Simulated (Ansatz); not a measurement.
Consider the formal exchange of groups at the Se–Si bond: `C=C[Se][SiH2]C` + `[CH3][SnH]([CH3])[CH3]` → `C=C[Se][Sn]([CH3])([CH3])[CH3]` + `C[SiH3]`.

Computed with Ansatz on PBE0-D4/def2-TZVP structures; ΔE is electronic, products minus reactants. CCSD(T)/CBS adds triple-zeta CCSD(T) − MP2 to the extrapolated MP2 energy (def2 sets, frozen cores). This one scheme is used for every species. DFT in def2-TZVPP. B3LYP here is the variant with VWN-RPA as its local correlation; programs differ in this. def2 core potentials past Kr. For Se, Sn outer-core shells are correlated without core-valence functions, which leaves a few kJ/mol of doubt a bond. Scalar relativity is left out up to krypton. Each species was taken in one conformer, which may not be the lowest.

| level | ΔE (kJ/mol) | difference from CCSD(T)/CBS |
| --- | --- | --- |
| PBE-D4 | -25.1 | 8.3 |
| r2SCAN-D4 | -25.4 | 8.0 |
| PBE0-D4 | -25.7 | 7.7 |
| ωB97X-V | -26.9 | 6.5 |
| PBE | -22.8 | 10.6 |
| PBE0 | -23.0 | 10.4 |
| B3LYP | -28.5 | 4.9 |
| SCS-MP2/def2-TZVPP | -32.9 | 0.5 |
| SCS-MP2/def2-QZVPP | -35.5 | -2.1 |
| CCSD/CBS(def2) | -33.0 | 0.4 |
| CCSD(T)/CBS | -33.4 | 0 |

Largest T1 diagnostic among the species: 0.011.

The D4 term adds −3.2 kJ/mol with B3LYP and −2.7 kJ/mol with PBE0; it sums over pairs of atoms, weighted by their polarisabilities, and B3LYP, whose exchange is more repulsive, gets the larger term.
